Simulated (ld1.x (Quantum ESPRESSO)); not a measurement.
## bromine, RRKJ: configuration errors across variants

ld1.x (Quantum ESPRESSO) 7.5 input, shortened:

```
&input
   title='Br', zed=35., rel=1, dft='PBE', iswitch=3,
   config='[Ar] 3d10 4s2 4p3 4d-2'
 /
 &inputp
   pseudotype=2, tm=.false., rho0=0.01, lloc=0,
   nlcc=.false.
 /
3
4P  2  1   3.00   0.00  1.30  1.30  0.0
4D  3  2  -2.00  -0.10  1.65  1.65  0.0
4S  1  0   2.00   0.00  1.50  1.50  0.0
 &test
   configts(1)='4s2 4p3'
 /
```

All-electron excitation energies from the reference (eV): (1) 4s2 4p5 -35.314; (2) 4s2 4p4 -22.760; (3) 4s2 4p2 33.982; (4) 4s2 4p1 80.007; (5) 4s1 4p6 -22.943; (6) 4s1 4p5 -9.756; (7) 4s2 4p4.5 -30.240.

Tests that are not counted but printed errors over 1 eV. “all radii scaled by about 1.28 (s 1.92, p 1.66, d 2.10 bohr)”: 4s2 4p2 (solver errors, printed error -24.3 eV); 4s2 4p1 (pseudo-atom not self-consistent, printed error -1.1 eV).

3 further variants failed, have other tests or too few solved ones, and are left out.

A true bound ghost makes a file unfit for plane-wave use even where its test errors are small: the radial tests pick states by their node count and pass the ghost by.

Errors AE − PS in meV (a dash: test not solved or not reliable):

```tsv
change	(1)	(2)	(3)	(4)	(5)	(6)	(7)	bound ghosts
base	-17	-3.4	-14	-35	-17	-2.6	-9.7	d, p
all radii scaled by about 1.12 (s 1.68, p 1.46, d 1.84 bohr)	-39	-8.8	-16	-23	-30	-1.4	-22	p
all radii scaled by about 1.28 (s 1.92, p 1.66, d 2.10 bohr)	+135	+41	–	–	+131	+50	+84	none
all radii scaled by about 1.35 (s 2.02, p 1.76, d 2.24 bohr)	+104	+33	+27	+119	+120	+54	+66	none
```

**Question.** Give the same row for: all radii scaled by about 0.96 (s 1.44, p 1.24, d 1.58 bohr).

**Answer.** -16, -3.2, -14, -34, -2.7, +7.6, -9.3; bound ghosts: d, p.
